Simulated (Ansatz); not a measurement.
```xyz
2

Li    0.0000    0.0000    0.7605
O     0.0000    0.0000   -0.7605
```

Basis set: STO-3G (spherical functions). Correlated methods keep 1 orbital frozen. Correlation on ROHF uses semicanonical orbitals with singles. Charge 0, multiplicity 2.

Computed with Ansatz (development build ahead of 0.2.0); the reference of a correlated method needn't be the lowest determinant of its kind.

(1) Give the atomization energy at this shape (free ground-state atoms in the same class of orbitals less the molecule, no zero-point energy) of doublet LiO by ROHF-CCSD(T), UHF-CCSD(T).

Answers

(1)

| method | atomization energy |
| --- | --- |
| ROHF-CCSD(T) | 2.25 eV |
| UHF-CCSD(T) | 2.22 eV |

Caution: large share of triples, a single reference is doubtful; the reference determinant was not shown to be the lowest.

This basis has no polarisation functions and is too small for such energies, which can lie far from measured ones in either direction.
